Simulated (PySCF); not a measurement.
Electron correlation in Rh³¹⁺ (rhodium, charge +31)

[Ne] 3s2 3p2, high-spin 3P determinant. Calculation: PySCF 2.14, in an uncontracted even-tempered set (18 s from 4.4 bohr⁻², ratio 2.5; 12 p from 5.7 bohr⁻², ratio 2.5; 5 d from 24 bohr⁻², ratio 2.7; 4 f from 36 bohr⁻², ratio 2.7); the spin-free X2C one-electron Hamiltonian (Gaussian nucleus). Frozen: 1s2; 12 electrons correlated; the 22 highest virtual orbitals of each spin left out.

MP2 pair energies summed by pair of shells (mhartree):

| pair | energy | share (%) |
| --- | --- | --- |
| 2p-2p | -202.12 | 41.5 |
| 3s-3p | -67.36 | 13.8 |
| 2s-2p | -58.69 | 12.1 |
| 2p-3p | -44.41 | 9.1 |
| 2p-3s | -42.99 | 8.8 |
| 3s-3s | -36.05 | 7.4 |
| 2s-2s | -10.66 | 2.2 |
| 3p-3p | -8.70 | 1.8 |
| 2s-3p | -8.36 | 1.7 |
| 2s-3s | -7.58 | 1.6 |

Total MP2 correlation energy: -486.93 mhartree.

At this charge the one-electron X2C treatment keeps the bare 1/r₁₂, with no two-electron picture change or Breit term. The effect here is smaller than on the frozen 1s shell; and a scalar Hamiltonian misses the large spin-orbit splitting of the p shells, which matters for ns² → np² pairs.

Spin-orbit coupling is strong in this species, so the high-spin LS determinant is a model state.
